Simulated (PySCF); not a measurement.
Compound: C₇H₅FN₂.
SMILES with atom numbers: `[CH:1]#[C:2][c:3]1[n:4][cH:5][c:6]([CH3:7])[c:8]([F:9])[n:10]1` (hydrogens: H11 on C1; H12 on C5; H13, H14, H15 on C7)

Computed geometry: GFN2-xTB, gas phase.

Q: List the bond lengths and angles at this level.

A: 
| bond | length (Å) | order |
| --- | --- | --- |
| C1≡C2 | 1.200 | triple |
| C2–C3 | 1.419 | single |
| C3–N4 | 1.327 | aromatic |
| N4–C5 | 1.320 | aromatic |
| C5–C6 | 1.392 | aromatic |
| C6–C7 | 1.491 | single |
| C6–C8 | 1.397 | aromatic |
| C8–F9 | 1.339 | single |
| C8–N10 | 1.307 | aromatic |
| C3–N10 | 1.334 | aromatic |
| C1–H11 | 1.050 | single |
| C5–H12 | 1.083 | single |
| C7–H13, C7–H14, C7–H15 | 1.089 | single |

Bonds in one row agree within 0.01 Å and their mean is given. Orders are formal, as drawn. A selection of angles:
| angle | degrees |
| --- | --- |
| C1–C2–C3 | 179.5 |
| C2–C3–N4 | 117.8 |
| C2–C3–N10 | 117.5 |
| N4–C3–N10 | 124.8 |
| C3–N4–C5 | 117.4 |
| N4–C5–C6 | 123.4 |
| C5–C6–C7 | 124.0 |
| C5–C6–C8 | 113.2 |
| C7–C6–C8 | 122.8 |
| C6–C8–F9 | 119.2 |
| C6–C8–N10 | 124.7 |
| F9–C8–N10 | 116.0 |
| C3–N10–C8 | 116.5 |

The 10 heavy atoms lie in one plane (0.003 Å rms). The 4 C–N bonds span 1.307 Å (C8–N10, aromatic) to 1.334 Å (C3–N10, aromatic), a spread of 0.027 Å. N10 (pyridine-type nitrogen) is bent (angle 116.5°). N4 (pyridine-type nitrogen) is bent (angle 117.4°). The 6-membered ring C3–N4–C5–C6–C8–N10 has internal angles of 113.2° to 124.8° (sum 720°, against 720° for a flat polygon); it is planar, 0.00 Å rms from its mean plane, widest ring torsion 0°. The C–C distances run from 1.200 Å (C1≡C2, drawn triple) to 1.491 Å (C6–C7, drawn single), a spread of 0.291 Å. Of the pairs four or more bonds apart, F9···H14 is among the closest relative to their van der Waals radii: 2.63 Å, 99 % of the sum of Bondi's values.

No GFN2-xTB frequencies stand behind this structure, so it isn't proved a minimum.
